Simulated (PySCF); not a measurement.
BeClGeH3. Atoms are numbered in the order given.

```xyz
6

Be     0.0000     0.0000    -0.8539
Cl     0.0000     0.0000    -2.6553
Ge     0.0000     0.0000     1.3375
H      1.2357     0.7134     1.9188
H     -1.2357     0.7134     1.9188
H      0.0000    -1.4269     1.9188
```
Charge 0, spin multiplicity 1.

Geometry optimised at PBE0-D3(BJ)/def2-TZVP.

These are HF/pcSseg-2 (PySCF) values and carry that method's errors.

GIAO shieldings, no solvent; atoms alike by connectivity are averaged. δ = σ(ref) − σ: ³⁵Cl against HCl (σ = 947.2 ppm); ⁷³Ge against GeH4 (σ = 1766.1 ppm); ¹H against TMS (σ = 31.98 ppm), references at their B3LYP-D3(BJ)/def2-TZVP geometries, non-relativistic (without spin–orbit terms, shifts of atoms bonded to Cl or Br come out too high).

Computed chemical shifts:
```json
[
 {"nucleus": "³⁵Cl", "atoms": "Cl2", "count": "1", "δ (ppm)": "51.2"},
 {"nucleus": "⁷³Ge", "atoms": "Ge3", "count": "1", "δ (ppm)": "-96.0"},
 {"nucleus": "¹H", "atoms": "H4, H5, H6", "count": "3", "δ (ppm)": "3.14"}
]
```
